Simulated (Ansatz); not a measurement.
Two isomers of CH5AlF2Si: A = `FC[SiH](F)[AlH2]`, B = `[CH3][Al]([F])[SiH2]F`.

Gas-phase electronic energies from Ansatz, PBE0-D4/def2-TZVP geometries. CCSD(T)/CBS adds triple-zeta CCSD(T) − MP2 to the extrapolated MP2 energy (def2 sets, frozen cores). Functionals use def2-TZVPP. B3LYP here is the variant with VWN-RPA as its local correlation; programs differ in this. Each species was taken in one conformer, which may not be the lowest.

Problem. Which is lower in electronic energy at CCSD(T)/CBS, and by how much? (Best estimate.)

Solution. Computed: B, by 76.2 kcal/mol.

Problem. Give E(B) − E(A) in kcal/mol with r2SCAN-D4, PBE-D4, HF/def2-TZVPP, MP2/def2-TZVPP, PBE0-D4, CCSD(T)/def2-TZVPP, B3LYP. (Estimate.)

Solution. Computed: r2SCAN-D4 -75.0, PBE-D4 -71.6, HF/def2-TZVPP -73.0, MP2/def2-TZVPP -78.6, PBE0-D4 -72.7, CCSD(T)/def2-TZVPP -75.1, B3LYP -74.2. None reverses the order clearly.

Largest T1 diagnostic: 0.012.

From PBE to PBE0 (25 % exact exchange), in def2-TZVPP and without D4, E(B) − E(A) moves by −1.0 kcal/mol. In def2-TZVPP, CCSD(T) changes the Hartree–Fock value by −2.1 kcal/mol (the triples alone add +0.0 kcal/mol) and MP2 by −5.6 kcal/mol.
